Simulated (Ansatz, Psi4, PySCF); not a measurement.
H$_{2}$Br$_{3}$NSi (SMILES N[Si](Br)(Br)Br), singlet, geometry from GFN2-xTB, atoms displaced at random by about 0.03 Å a coordinate. Base run: HF/STO-3G, gradient in PySCF.

Input for PySCF:
```python
from pyscf import gto, scf

mol = gto.Mole()
mol.atom = '''
    N     2.097412   -0.672867   -0.267419
    Si    0.419850   -0.128940   -0.019059
    Br   -0.830551   -1.328532   -1.388673
    Br    0.346959    2.005718   -0.563389
    Br   -0.333650   -0.355750    2.008494
    H     2.312710   -1.560273   -0.344022
    H     2.847179   -0.034519    0.038857
'''
mol.basis = 'sto-3g'
mol.charge = 0
mol.spin = 0
mol.verbose = 3
mol.build()

mf = scf.RHF(mol)
mf.kernel()
g = mf.nuc_grad_method()
grad = g.kernel()
```

Programs used: Ansatz (an electronic-structure program), Psi4, PySCF; a row that names a program was run with it.

The coordinate followed is x of atom 3.

The base run was repeated with changes; each row names its change, and settings that it needs were set with it.

```json
[
 {"change": "base", "dE/dx (Eh/bohr)": "-0.000268", "net force (Eh/bohr)": "0.000000"},
 {"change": "code = ansatz", "dE/dx (Eh/bohr)": "-0.000264", "net force (Eh/bohr)": "0.000000"},
 {"change": "finite difference step (bohr) = 1e-4; conv_tol = 1e-11", "dE/dx (Eh/bohr)": "-0.000268", "net force (Eh/bohr)": "-"},
 {"change": "conv_tol = 1e-6", "dE/dx (Eh/bohr)": "-0.000269", "net force (Eh/bohr)": "0.000000"},
 {"change": "density fitting = on; auxbasis_response = off", "dE/dx (Eh/bohr)": "-0.000111", "net force (Eh/bohr)": "0.001086"},
 {"change": "conv_tol = 1e-4", "dE/dx (Eh/bohr)": "-0.000296", "net force (Eh/bohr)": "0.000000"},
 {"change": "finite difference step (bohr) = 0.2; conv_tol = 1e-11", "dE/dx (Eh/bohr)": "0.000003", "net force (Eh/bohr)": "-"},
 {"change": "finite difference step (bohr) = 0.05; conv_tol = 1e-11", "dE/dx (Eh/bohr)": "-0.000251", "net force (Eh/bohr)": "-"},
 {"change": "code = psi4", "dE/dx (Eh/bohr)": "-0.000270", "net force (Eh/bohr)": "0.000000"},
 {"change": "finite difference step (bohr) = 1e-3; conv_tol = 1e-11", "dE/dx (Eh/bohr)": "-0.000268", "net force (Eh/bohr)": "-"},
 {"change": "conv_tol = 1e-11", "dE/dx (Eh/bohr)": "-0.000268", "net force (Eh/bohr)": "0.000000"},
 {"change": "finite difference step (bohr) = 0.01; conv_tol = 1e-11", "dE/dx (Eh/bohr)": "-0.000267", "net force (Eh/bohr)": "-"}
]
```

The net force is zero for an exact gradient.
